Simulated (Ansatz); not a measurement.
Consider the atomization: `C[O][Ge][F]` → C• + F• + Ge• + 3 H• + O•.

Calculated with Ansatz (gas phase, PBE0-D4/def2-TZVP geometries, no zero-point term in ΔE). CCSD(T)/CBS adds triple-zeta CCSD(T) − MP2 to the extrapolated MP2 energy (def2 sets, frozen cores). This one scheme is used for every species, atoms too. Functionals use def2-TZVPP. B3LYP here is the variant with VWN-RPA as its local correlation; programs differ in this. No spin–orbit coupling; open shells (•) take unrestricted orbitals. Spin–orbit coupling would lower the free atoms: a little for C, F, O; clearly for Ge. For Ge outer-core shells are correlated without core-valence functions, so the limit isn't a true one: a few kJ/mol of doubt a bond, and 10 to 20 or more in all where bonds break to atoms. Scalar relativity is left out up to krypton. One conformer a species, not always the lowest.

Problem. What is ΔE at CCSD(T)/CBS? (Estimate.)

Solution. Ansatz gave: +627.6 kcal/mol.

Problem. What do these levels give: PBE-D4, revPBE-D4, BLYP-D4, r2SCANh-D4, B3LYP, CCSD/CBS(def2)? (An estimate is asked.)

Solution. Ansatz gave: PBE-D4 642.0, revPBE-D4 622.6, BLYP-D4 631.4, r2SCANh-D4 619.2, B3LYP 620.0, CCSD/CBS(def2) 615.8 kcal/mol.

Largest T1 diagnostic among the species: 0.015.

Leaving LDA and LC-ωPBE aside and taking each functional with its dispersion term where it has one, the values, not all of them listed here, spread over 45.4 kcal/mol, from BHLYP-D4 to PBE-D4. LDA lies +90.3 kcal/mol from PBE without D4, its usual overbinding. At CCSD(T), def2-SVP lies −42.2 kcal/mol from the extrapolated value and def2-TZVPP −18.7 kcal/mol: correlation converges slowly with the basis, and small sets miss more of it in the bonded molecule than in its fragments.

For atomizations the MP2-based limit and the directly extrapolated one differ by several kJ/mol either way, and by 10 to 25 for some Ge, Se and Sn compounds, so smaller differences from it don't rank the levels.
